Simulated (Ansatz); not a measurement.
`C[Si](O)(F)[SiH3]` + H₂ → `C[SiH](O)[SiH3]` + H–F at 500 K and 1 bar (hydrogenolysis of the Si–F bond).

Isolated molecules relaxed with PBE0-D4/def2-TZVP in Ansatz; ΔE leaves out vibrations. CBS: MP2 limit from def2 TZ/QZ plus the TZ coupled-cluster correction, frozen cores. This one scheme is used for every species. Each species was taken in one conformer, which may not be the lowest.

| species | CCSD(T)/CBS energy (Eh) | H − E (kJ/mol) | S (J/(mol·K)) |
| --- | --- | --- | --- |
| `C[Si](O)(F)[SiH3]` | -795.51911 | 264.8 | 458.2 |
| H₂ | -1.17544 | 41.0 | 145.5 |
| `C[SiH](O)[SiH3]` | -696.24702 | 274.2 | 435.0 |
| H–F | -100.39570 | 39.4 | 188.7 |

H − E and S are ideal-gas, rigid-rotor, harmonic terms from PBE0-D4/def2-TZVP, for one conformer and one mirror image of each species. The MP2-based limit puts H₂ 0.8 mEh under its directly extrapolated value; such offsets cancel only in part. 1 Eh = 2625.50 kJ/mol, R = 8.31446 J/(mol·K).

**Question.** By hand: ΔE, ΔH, ΔS and ΔG.

**Answer.** ΔE = (-696.24702) + (-100.39570) − (-795.51911) − (-1.17544) = 0.05183 Eh = 136.1 kJ/mol. Δ(H − E) = 274.2 + 39.4 − 264.8 − 41.0 = 7.8, so ΔH = 143.9 kJ/mol. ΔS = 435.0 + 188.7 − 458.2 − 145.5 = 20.0 J/(mol·K). ΔG = 143.9 − 500 × (20.0)/1000 = 133.9 kJ/mol.

**Question.** By hand: the equilibrium constant, and the temperature at which ΔG would vanish if ΔH and ΔS stayed fixed.

**Answer.** log₁₀ K = −ΔG/(RT ln 10) = -14.0. ΔG = 0 at ΔH/ΔS = 7195 K, far beyond where these terms or the molecules hold.

ΔH outweighs TΔS. A doubt of 5 kJ/mol in ΔE shifts log₁₀ K by 0.5 here. Other conformers and mirror images would add mixing entropy, several J/(mol·K) or more a flexible species. These are equilibria of isolated gas molecules and say nothing of rates. Largest T1 diagnostic: 0.012 (customary marks: 0.02 for closed shells, 0.045 for open ones).
